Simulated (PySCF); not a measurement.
C₇H₁₀.
SMILES: `C=C1CC/C1=C/C`

The closed-shell SCF was solved with PySCF and density fitting under several settings on one GFN2-xTB geometry (grid level 2 and gas phase unless stated).

```tsv
settings	basis functions	SCF cycles	E (Eh)	HOMO (eV)	LUMO (eV)	dipole (D)
PBE0/pcSseg-1	169	12	-272.3262	-6.30	-0.83	0.36
wB97X-D/def2-SVPD	220	12	-272.4171	-8.07	0.86	0.36
```

Q: Estimate the rows for these settings: (1) CAM-B3LYP/IGLO-II; (2) PBE0/cc-pVDZ; (3) PBE/MINI, IEF-PCM acetonitrile, grid level 4, start guess huckel.

A: 
```tsv
settings	basis functions	SCF cycles	E (Eh)	HOMO (eV)	LUMO (eV)	dipole (D)
CAM-B3LYP/IGLO-II	214	12	-272.6003	-7.50	0.28	0.38
PBE0/cc-pVDZ	148	12	-272.3773	-6.17	-0.68	0.37
PBE/MINI, IEF-PCM acetonitrile, grid level 4, start guess huckel	45	10	-270.0801	-7.60	-3.70	0.46
```

Q: Over all rows, what range does the HOMO–LUMO gap span?

A: From 3.90 eV (PBE/MINI, IEF-PCM acetonitrile, grid level 4, start guess huckel) to 8.93 eV (wB97X-D/def2-SVPD). The functional of the narrowest has no exact exchange, that of the widest range-separated exact exchange.

Q: Compare two rows with the functional PBE0: PBE0/cc-pVDZ and PBE0/pcSseg-1. Which energy is lower, and by how much?

A: PBE0/cc-pVDZ (148 functions) lies 0.0511 Eh or 32 kcal/mol below PBE0/pcSseg-1 (169 functions). The smaller set gives the lower energy; the two sets aren't nested, so the variational bound doesn't order them by size.

wB97X-D ran without the empirical dispersion term, which would shift the total energy alone. Cycle counts include a coarse-grid stage where the run had one. Geometry: GFN2-xTB; no vibrations or thermal averaging.
